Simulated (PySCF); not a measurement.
Computed IR spectrum (relative IR intensity) of a molecule C2H8AlNO. The structure is a stationary point at PBE-D3(BJ)/def2-SVP. Other conformers were not sampled. Calculation: PBE-D3(BJ)/def2-SVP (PySCF). Frequencies are harmonic and unscaled.

Lines under 2 % of the strongest are left out, and lines within 2 cm⁻¹ are merged.

```
ν (cm⁻¹)  relative intensity
--------  ------------------
230                      2.6
341                       12
367                       59
429                      2.3
490                       11
561                       13
630                      3.3
715                       45
824                       37
917                       10
1068                     3.4
1132                     3.9
1187                     100
1264                     5.7
1360                      11
1474                      16
1937                      45
2899                      29
2955                      14
2962                     6.5
3051                      11
3063                     6.7
3500                     6.3
3591                     6.2
```

Problem. Which molecule gave these data?
(A) C[NH][AlH][O]C
(B) C[O][Al]([CH3])[NH2]
(C) CC[O][AlH][NH2]
(D) C[N](C)[AlH][OH]

Solution. C, CC[O][AlH][NH2]
